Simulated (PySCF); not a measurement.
From computed data to an observable: oscillator strength and radiative lifetime

Se(OMe)(SeH) (CH4OSe2), SMILES CO[Se][SeH].

Geometry optimised at PBE0-D3(BJ)/def2-SVP. The structure was generated by enumeration, and PubChem lists no compound with its InChIKey, so it may never have been made. Other conformers were not sampled.

PySCF 2.14.0 with TDDFT-CAM-B3LYP/def2-SVPD puts the first singlet state with f over 0.02 at 6.36 eV (vertical), with the transition dipole (-0.866, 0.748, -0.388) in atomic units.

Find the oscillator strength, the wavelength and the radiative lifetime that this transition would have in vacuum if emission retraced absorption.


|μ|² = 1.4600 au, so |μ| = 3.07 D. ΔE = 6.36/27.211 = 0.2337 hartree. f = (2/3) ΔE |μ|² = 0.227 (the program prints 0.227).
λ = 1239.84/6.36 = 195 nm; ν = 51297 cm⁻¹.
Einstein's coefficient A = 0.6670 ν² f s⁻¹ (ν in cm⁻¹) = 4.0e8 s⁻¹, so τ = 1/A = 2.5 ns. This state is S8; the lower singlets have f = 0.007, 0.001, 0.004, 0.000, 0.003, 0.006, 0.015. The figure is the radiative limit of this one transition; relaxation, internal conversion, crossing to triplets and a medium change what is measured.
